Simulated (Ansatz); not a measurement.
GeH4 (SMILES [GeH4]), charge 0, multiplicity 1, relaxed at each level with Ansatz (an electronic-structure program); harmonic frequencies from differences of analytic forces, average atomic masses, frozen cores.

Question: Give the equilibrium geometry, the harmonic frequencies and the zero-point energy at MP2/cc-pVTZ.

Answer: 
(charge 0, multiplicity 1):
```xyz
5

Ge     0.000     0.000     0.000
H     -0.615    -0.881    -1.095
H      0.573    -0.890     1.111
H     -1.081     0.918     0.586
H      1.124     0.854    -0.602
```
Frequencies (cm⁻¹): 854, 854, 854, 947, 947, 2209, 2209, 2209, 2215. Zero-point energy 19.01 kcal/mol.

Question: Give the equilibrium geometry, the harmonic frequencies and the zero-point energy at CCSD(T)/cc-pVTZ.

Answer: 
(charge 0, multiplicity 1):
| atom | x (Å) | y (Å) | z (Å) |
|---|---|---|---|
| Ge | 0.0000 | 0.0000 | 0.0000 |
| H | -0.6182 | -0.8854 | -1.1001 |
| H | 0.5755 | -0.8940 | 1.1162 |
| H | -1.0864 | 0.9217 | 0.5887 |
| H | 1.1291 | 0.8577 | -0.6048 |
Frequencies (cm⁻¹): 834, 834, 834, 925, 925, 2159, 2159, 2159, 2165. Zero-point energy 18.57 kcal/mol.
